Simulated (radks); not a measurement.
Question: Valence configurations of Mn II (all share [Ar]). Method: non-relativistic Kohn-Sham, PBE, spin-polarised, spherical densities, point nucleus; open shells are filled with parallel spins first; computed with a radial shooting solver on a logarithmic mesh with Libxc functionals. Order these by energy: 3d6; 3d5.5 4s0.5; 3d5 4s1; 3d5 4p1; 3d4 4s1 4p1; 3d4.5 4s1.5; 3d4 4p2; 3d3 4s1 4p2; 3d2 4s1 4p3; 3d4 4s2.

Answer: From the lowest, in eV above it: 3d5 4s1 0.000; 3d5.5 4s0.5 0.597; 3d6 1.499; 3d4.5 4s1.5 3.570; 3d5 4p1 4.808; 3d4 4s2 7.780; 3d4 4s1 4p1 11.168; 3d4 4p2 16.574; 3d3 4s1 4p2 27.420; 3d2 4s1 4p3 49.396. NIST lists [Ar] 3d5 4s1 as the ground configuration; this level of theory agrees among the configurations tried. The energies are those of spherical high-spin densities, not of single terms.
